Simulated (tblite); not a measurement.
C₃H₅ClFSi (doublet state).
Atom-mapped SMILES: `[F:1][C@@H:2]1[C:3]([SiH3:4])[C@H:5]1[Cl:6]` (hydrogens: H7 on C2; H8, H9, H10 on Si4; H11 on C5)

Computed with GFN2-xTB (tblite), gas phase: L-BFGS steps from a force-field or distance-geometry start until the largest atomic force falls under 0.01 eV/Å.

Step 20: E = -540.8008 eV
```
atom  x, y, z in Å  |  force x, y, z in eV/Å
F1     -1.4198    2.1383   -0.3957    0.045   0.182  -0.104
C2     -0.9091    1.0325    0.2182   -0.103   0.024  -0.007
C3      0.0382    0.1402   -0.4636    0.136   0.027   0.069
Si4     1.7347   -0.4752   -0.0288    0.176  -0.075  -0.041
C5     -1.3503   -0.2850   -0.3511    0.139  -0.071   0.090
Cl6    -1.7744   -1.6153    0.7467   -0.043  -0.014  -0.067
H7     -0.8167    1.2292    1.2810   -0.067  -0.043   0.066
H8      2.2152   -1.2836   -1.1506   -0.075  -0.012   0.018
H9      1.6676   -1.3115    1.1905    0.021   0.173  -0.151
H10     2.6233    0.6854    0.1428   -0.204  -0.125   0.059
H11    -2.0035   -0.2525   -1.2153   -0.024  -0.064   0.068
```

Step 21: E = -540.8082 eV
```
atom  x, y, z in Å  |  force x, y, z in eV/Å
F1     -1.4060    2.1452   -0.4059    0.024   0.165  -0.096
C2     -0.9168    1.0363    0.2195   -0.113  -0.009   0.033
C3      0.0440    0.1459   -0.4386    0.017  -0.066  -0.040
Si4     1.7401   -0.4770   -0.0277    0.190  -0.081  -0.036
C5     -1.3465   -0.2847   -0.3534    0.084  -0.047   0.086
Cl6    -1.7842   -1.6151    0.7495   -0.011   0.056  -0.107
H7     -0.8487    1.2272    1.2840   -0.065   0.003   0.108
H8      2.2058   -1.2776   -1.1601   -0.073  -0.036   0.004
H9      1.6881   -1.3136    1.1895    0.013   0.145  -0.129
H10     2.6331    0.6766    0.1357   -0.163  -0.069   0.072
H11    -2.0035   -0.2605   -1.2185    0.097  -0.061   0.106
```

Step 22: E = -540.8144 eV
```
atom  x, y, z in Å  |  force x, y, z in eV/Å
F1     -1.3941    2.1537   -0.4171    0.037   0.068  -0.045
C2     -0.9270    1.0401    0.2219   -0.065  -0.020   0.051
C3      0.0501    0.1494   -0.4124   -0.089  -0.097  -0.082
Si4     1.7497   -0.4803   -0.0274    0.096  -0.055  -0.060
C5     -1.3414   -0.2851   -0.3541    0.017   0.000   0.066
Cl6    -1.7983   -1.6125    0.7509    0.016   0.087  -0.113
H7     -0.8831    1.2268    1.2894   -0.070   0.037   0.075
H8      2.1944   -1.2728   -1.1706   -0.056  -0.070  -0.028
H9      1.7117   -1.3142    1.1860    0.008   0.086  -0.068
H10     2.6420    0.6672    0.1294   -0.090   0.018   0.081
H11    -1.9988   -0.2697   -1.2219    0.197  -0.054   0.123
```

Q: Estimate the geometry and energy of step 23. (The exact step hangs on the optimiser's Hessian estimate; all steps are aligned on step 22, rigid shifts and turns removed.)

A: E = -540.8184 eV, largest force 0.240 eV/Å
```
atom  x, y, z in Å  |  force x, y, z in eV/Å
F1     -1.3884    2.1593   -0.4246    0.058  -0.026   0.008
C2     -0.9352    1.0424    0.2248    0.008  -0.020   0.040
C3      0.0537    0.1501   -0.3951   -0.109  -0.073  -0.059
Si4     1.7585   -0.4834   -0.0290   -0.029  -0.011  -0.084
C5     -1.3371   -0.2857   -0.3526   -0.036   0.033   0.052
Cl6    -1.8116   -1.6085    0.7505    0.027   0.072  -0.088
H7     -0.9069    1.2282    1.2942   -0.070   0.049   0.022
H8      2.1856   -1.2719   -1.1787   -0.039  -0.091  -0.056
H9      1.7295   -1.3132    1.1820    0.005   0.031  -0.010
H10     2.6468    0.6617    0.1266   -0.030   0.081   0.079
H11    -1.9895   -0.2764   -1.2240    0.215  -0.047   0.096
```

The energy changes by -0.0040 eV. The first-order estimate −F·Δx gives -0.0056 eV and the mean of the old and new forces, exact on a quadratic surface, -0.0040 eV. The step makes an angle of 73° with the force vector and moves no atom by more than 0.024 Å.

What follows is the cost of the whole relaxation. Hardware: one thread, AMD EPYC 9R45 (x86_64), shared host. Cost: 0.23 s wall.
